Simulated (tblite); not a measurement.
Parent: `[CH2:1]=[CH:2][Si@@H:3]1[O:4][CH2:5][CH2:6][S:7]1` with C1–C2–Si3–O4 7°, C2–Si3–O4–C5 -135°, Si3–O4–C5–C6 39°, O4–C5–C6–S7 -45°, C5–C6–S7–Si3 29°, C4H8OSSi.

Computed geometry: GFN2-xTB, gas phase. One conformer each, not checked by frequencies here.

```json
{"coordinate of the parent": "C1=C2", "value": "1.325 Å"}
{"coordinate of the parent": "C2–Si3", "value": "1.874 Å"}
{"coordinate of the parent": "Si3–O4", "value": "1.630 Å"}
{"coordinate of the parent": "O4–C5", "value": "1.399 Å"}
{"coordinate of the parent": "C5–C6", "value": "1.521 Å"}
{"coordinate of the parent": "C6–S7", "value": "1.824 Å"}
{"coordinate of the parent": "Si3–S7", "value": "2.161 Å"}
{"coordinate of the parent": "C1–C2–Si3", "value": "124.9°"}
{"coordinate of the parent": "C2–Si3–O4", "value": "109.4°"}
{"coordinate of the parent": "C2–Si3–S7", "value": "115.4°"}
{"coordinate of the parent": "O4–Si3–S7", "value": "96.8°"}
{"coordinate of the parent": "Si3–O4–C5", "value": "117.5°"}
{"coordinate of the parent": "O4–C5–C6", "value": "110.3°"}
{"coordinate of the parent": "C5–C6–S7", "value": "108.5°"}
{"coordinate of the parent": "Si3–S7–C6", "value": "90.6°"}
```

Task: How does the shared frame change in `[CH3:1][C:2](=[S:3])/[CH:4]=[CH:5]\[Si@H:6]1[O:7][CH2:8][CH2:9][S:10]1` with C1–C2–C4–C5 175°, C4–C5–Si6–O7 93°, C5–Si6–O7–C8 113°, Si6–O7–C8–C9 -35°, O7–C8–C9–S10 48°, C8–C9–S10–Si6 -35°, C6H10OS2Si? Atoms pair as C1 = C4, C2 = C5, Si3 = Si6, O4 = O7, C5 = C8, C6 = C9, S7 = S10 (parent first).

Result: 
```json
{"parent": "C1=C2", "relative": "C4=C5", "value in the relative": "1.339 Å", "change": "+0.014"}
{"parent": "C2–Si3", "relative": "C5–Si6", "value in the relative": "1.887 Å", "change": "+0.013"}
{"parent": "Si3–O4", "relative": "Si6–O7", "value in the relative": "1.624 Å", "change": "-0.006"}
{"parent": "O4–C5", "relative": "O7–C8", "value in the relative": "1.401 Å", "change": "+0.002"}
{"parent": "C5–C6", "relative": "C8–C9", "value in the relative": "1.518 Å", "change": "-0.003"}
{"parent": "C6–S7", "relative": "C9–S10", "value in the relative": "1.810 Å", "change": "-0.014"}
{"parent": "Si3–S7", "relative": "Si6–S10", "value in the relative": "2.204 Å", "change": "+0.043"}
{"parent": "C1–C2–Si3", "relative": "C4–C5–Si6", "value in the relative": "121.4°", "change": "-3.5"}
{"parent": "C2–Si3–O4", "relative": "C5–Si6–O7", "value in the relative": "115.9°", "change": "+6.5"}
{"parent": "C2–Si3–S7", "relative": "C5–Si6–S10", "value in the relative": "101.3°", "change": "-14.1"}
{"parent": "O4–Si3–S7", "relative": "O7–Si6–S10", "value in the relative": "95.4°", "change": "-1.4"}
{"parent": "Si3–O4–C5", "relative": "Si6–O7–C8", "value in the relative": "118.6°", "change": "+1.1"}
{"parent": "O4–C5–C6", "relative": "O7–C8–C9", "value in the relative": "110.3°", "change": "0.0"}
{"parent": "C5–C6–S7", "relative": "C8–C9–S10", "value in the relative": "107.6°", "change": "-0.9"}
{"parent": "Si3–S7–C6", "relative": "Si6–S10–C9", "value in the relative": "89.5°", "change": "-1.1"}
```

Of the parent's bonds, Si3–S7 changes most (+0.043 Å). Bonds of the relative outside the shared frame: C1–C2 1.488, C2=S3 1.642, C2–C4 1.433 Å. Point group C1 → C1.

Task: How does the shared frame change in `[CH3:1][CH2:2]/[CH:3]=[CH:4]/[Si@H:5]1[O:6][CH2:7][CH2:8][S:9]1` with C1–C2–C3–C4 -120°, C3–C4–Si5–O6 -6°, C4–Si5–O6–C7 137°, Si5–O6–C7–C8 -40°, O6–C7–C8–S9 44°, C7–C8–S9–Si5 -28°, C6H12OSSi? Atoms pair as C1 = C3, C2 = C4, Si3 = Si5, O4 = O6, C5 = C7, C6 = C8, S7 = S9 (parent first).

Result: 
```
   parent   relative  value in the relative  change
    C1=C2      C3=C4                1.328 Å  +0.003
   C2–Si3     C4–Si5                1.867 Å  -0.007
   Si3–O4     Si5–O6                1.632 Å  +0.002
    O4–C5      O6–C7                1.398 Å  -0.001
    C5–C6      C7–C8                1.521 Å   0.000
    C6–S7      C8–S9                1.824 Å   0.000
   Si3–S7     Si5–S9                2.162 Å  +0.001
C1–C2–Si3  C3–C4–Si5                 125.1°    +0.2
C2–Si3–O4  C4–Si5–O6                 109.1°    -0.3
C2–Si3–S7  C4–Si5–S9                 116.6°    +1.2
O4–Si3–S7  O6–Si5–S9                  96.8°     0.0
Si3–O4–C5  Si5–O6–C7                 117.2°    -0.3
 O4–C5–C6   O6–C7–C8                 110.3°     0.0
 C5–C6–S7   C7–C8–S9                 108.6°    +0.1
Si3–S7–C6  Si5–S9–C8                  90.6°     0.0
```

Of the parent's bonds, C2–Si3 changes most (-0.007 Å). Bonds of the relative outside the shared frame: C1–C2 1.529, C2–C3 1.493 Å. Point group C1 → C1.

Task: How does the shared frame change in `[CH3:1][CH2:2][O:3]/[CH:4]=[CH:5]/[Si@@H:6]1[O:7][CH2:8][CH2:9][S:10]1` with C1–C2–O3–C4 180°, C2–O3–C4–C5 -1°, C4–C5–Si6–O7 -3°, C5–Si6–O7–C8 -117°, Si6–O7–C8–C9 -28°, O7–C8–C9–S10 44°, C8–C9–S10–Si6 -35°, C6H12O2SSi? Atoms pair as C1 = C4, C2 = C5, Si3 = Si6, O4 = O7, C5 = C8, C6 = C9, S7 = S10 (parent first).

Result: 
| parent | relative | value in the relative | change |
| --- | --- | --- | --- |
| C1=C2 | C4=C5 | 1.333 Å | +0.008 |
| C2–Si3 | C5–Si6 | 1.856 Å | -0.018 |
| Si3–O4 | Si6–O7 | 1.632 Å | +0.002 |
| O4–C5 | O7–C8 | 1.400 Å | +0.001 |
| C5–C6 | C8–C9 | 1.521 Å | 0.000 |
| C6–S7 | C9–S10 | 1.821 Å | -0.003 |
| Si3–S7 | Si6–S10 | 2.158 Å | -0.003 |
| C1–C2–Si3 | C4–C5–Si6 | 123.0° | -1.9 |
| C2–Si3–O4 | C5–Si6–O7 | 113.0° | +3.6 |
| C2–Si3–S7 | C5–Si6–S10 | 113.1° | -2.3 |
| O4–Si3–S7 | O7–Si6–S10 | 97.0° | +0.2 |
| Si3–O4–C5 | Si6–O7–C8 | 118.3° | +0.8 |
| O4–C5–C6 | O7–C8–C9 | 110.8° | +0.5 |
| C5–C6–S7 | C8–C9–S10 | 108.3° | -0.2 |
| Si3–S7–C6 | Si6–S10–C9 | 89.1° | -1.5 |

Of the parent's bonds, C2–Si3 changes most (-0.018 Å). Bonds of the relative outside the shared frame: C1–C2 1.520, C2–O3 1.418, O3–C4 1.342 Å. Point group C1 → C1.

Task: How does the shared frame change in `[CH3:1][O:2]/[CH:3]=[CH:4]/[Si@@H:5]1[O:6][CH2:7][CH2:8][S:9]1` with C1–O2–C3–C4 0°, C3–C4–Si5–O6 8°, C4–Si5–O6–C7 -135°, Si5–O6–C7–C8 39°, O6–C7–C8–S9 -45°, C7–C8–S9–Si5 30°, C5H10O2SSi? Atoms pair as C1 = C3, C2 = C4, Si3 = Si5, O4 = O6, C5 = C7, C6 = C8, S7 = S9 (parent first).

Result: 
| parent | relative | value in the relative | change |
| --- | --- | --- | --- |
| C1=C2 | C3=C4 | 1.333 Å | +0.008 |
| C2–Si3 | C4–Si5 | 1.859 Å | -0.015 |
| Si3–O4 | Si5–O6 | 1.631 Å | +0.001 |
| O4–C5 | O6–C7 | 1.399 Å | 0.000 |
| C5–C6 | C7–C8 | 1.521 Å | 0.000 |
| C6–S7 | C8–S9 | 1.824 Å | 0.000 |
| Si3–S7 | Si5–S9 | 2.163 Å | +0.002 |
| C1–C2–Si3 | C3–C4–Si5 | 123.3° | -1.6 |
| C2–Si3–O4 | C4–Si5–O6 | 109.1° | -0.3 |
| C2–Si3–S7 | C4–Si5–S9 | 116.0° | +0.6 |
| O4–Si3–S7 | O6–Si5–S9 | 96.8° | 0.0 |
| Si3–O4–C5 | Si5–O6–C7 | 117.4° | -0.1 |
| O4–C5–C6 | O6–C7–C8 | 110.2° | -0.1 |
| C5–C6–S7 | C7–C8–S9 | 108.4° | -0.1 |
| Si3–S7–C6 | Si5–S9–C8 | 90.4° | -0.2 |

Of the parent's bonds, C2–Si3 changes most (-0.015 Å). Bonds of the relative outside the shared frame: C1–O2 1.410, O2–C3 1.345 Å. Point group C1 → C1.
